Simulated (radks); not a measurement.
Values are calculated unless marked as measured or tabulated.
The mean radii <r> (bohr) of the occupied orbitals of an atom or ion are listed with their occupations. Level of theory: scalar-relativistic Kohn-Sham, PBE, spin-unpolarised, spherical densities, point nucleus (a radial shooting solver on a logarithmic mesh with Libxc functionals).

orbital  occ.      <r>
1s          2  0.03185
2s          2   0.1383
2p          6   0.1206
3s          2   0.3793
3p          6   0.3787
3d         10   0.3576
4s          2   0.9469
4p          6    1.044
4d         10    1.590

Name the element and its charge.

Answer. Z = 46, palladium, charge 0: Pd in [Kr] 4d10. The 1s radius gives Z: for a bare nucleus <r> = (2 gamma + 1)/(2Z) with gamma = sqrt(1 - (Z/c)^2), 0.03135 bohr for Z = 46, and screening makes it slightly larger (0.03185 here). The occupations add up to 46, and the charge is Z minus that.
